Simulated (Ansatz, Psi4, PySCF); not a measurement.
H₄Sn (SMILES [SnH4]), singlet, at a GFN2-xTB geometry (such geometries of metal compounds can be far from the true shape) (core potentials on Sn). Base run: PBE/def2-SVPD in PySCF.

PySCF was given this input:
```python
from pyscf import gto, scf, dft

mol = gto.M(
    atom='''
Sn    0.000000   -0.000000   -0.000000
H    -1.092443    1.126904   -0.470603
H     0.231785   -1.076256   -1.213574
H    -0.560183   -0.783687    1.325459
H     1.420841    0.733038    0.358718
''',
    basis='def2-svpd',
    ecp={'Sn': 'def2-svpd'},
    charge=0,
    spin=0,
    verbose=4,
)

mf = dft.RKS(mol)
mf.xc = 'pbe'
mf.kernel()
```

The same geometry, method and basis name were run in Ansatz (an electronic-structure program) and Psi4 and PySCF, at each program's defaults and at the settings that a row names. The base is PySCF at its defaults. Differences at the defaults can come from grids, fitting, cores and function types together.

```
code and settings                                                                             ΔE vs base (mEh)  basis functions      E (Eh)  SCF cycles
--------------------------------------------------------------------------------------------  ----------------  ---------------  ----------  ----------
PySCF, defaults (exact integrals, its default grid, spherical functions)                                 0.000               64  -216.62942           8
Psi4, defaults (density fitting with its default set, its default grid, spherical functions)            -0.043               64  -216.62946           7
Ansatz, defaults (factorised integrals, its default grid, spherical functions)                           0.001               64  -216.62942           -
PySCF, density fitting with def2-universal-jkfit                                                        -0.047               64  -216.62946           8
PySCF, fine grid                                                                                         0.000               64  -216.62942           8
Psi4, exact integrals, spherical functions, fine grid                                                    0.000               64  -216.62942           9
Ansatz, high accuracy                                                                                    0.000               64  -216.62942           -
```
